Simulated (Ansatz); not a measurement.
One change: `[SH][SnH2][SeH]` becomes `[SiH3][SnH2][SH]`.

Ansatz, PBE0-D4/def2-TZVP geometries, multiplicity 1. Each molecule was computed in one conformer, which needn't be the lowest.

Elements past krypton have def2 core potentials. Scalar relativity is left out up to krypton.

| property | `[SH][SnH2][SeH]` |
| --- | --- |
| LUMO energy (B3LYP/def2-TZVPP) / eV | -1.45 |
| HOMO energy (PBE/def2-TZVPP) / eV | -5.95 |
| size of the dipole moment (PBE/def2-TZVPP) / D | 1.42 |
| size of the dipole moment (B3LYP/def2-TZVPP) / D | 1.46 |
| LUMO energy (PBE/def2-TZVPP) / eV | -2.02 |
| HOMO–LUMO gap (B3LYP/def2-TZVPP) / eV | 5.40 |

What does the change do to each property? (Estimate.)

The calculation gave: 
```json
{"property": "LUMO energy (B3LYP/def2-TZVPP) / eV", "`[SiH3][SnH2][SH]`": "-0.97", "shift": "0.48"}
{"property": "HOMO energy (PBE/def2-TZVPP) / eV", "`[SiH3][SnH2][SH]`": "-5.97", "shift": "-0.02"}
{"property": "size of the dipole moment (PBE/def2-TZVPP) / D", "`[SiH3][SnH2][SH]`": "1.40", "shift": "-0.02"}
{"property": "size of the dipole moment (B3LYP/def2-TZVPP) / D", "`[SiH3][SnH2][SH]`": "1.47", "shift": "0.01"}
{"property": "LUMO energy (PBE/def2-TZVPP) / eV", "`[SiH3][SnH2][SH]`": "-1.55", "shift": "0.47"}
{"property": "HOMO–LUMO gap (B3LYP/def2-TZVPP) / eV", "`[SiH3][SnH2][SH]`": "5.97", "shift": "0.57"}
```

With PBE0 the HOMO falls by 0.08 eV and the LUMO rises by 0.42 eV, so the gap widens by about 0.50 eV. PBE moves the HOMO by -0.02 eV and ωB97M-V by -0.16 eV. The zero-point energy changes by 43.1 kJ/mol with +6 modes. Dipoles are sizes alone; their direction can turn.

B3LYP here is the variant with VWN-RPA as its local correlation; programs differ in this.

Spin–orbit coupling is left out; it splits and shifts lone-pair levels of the heavy atoms by tenths of an eV.
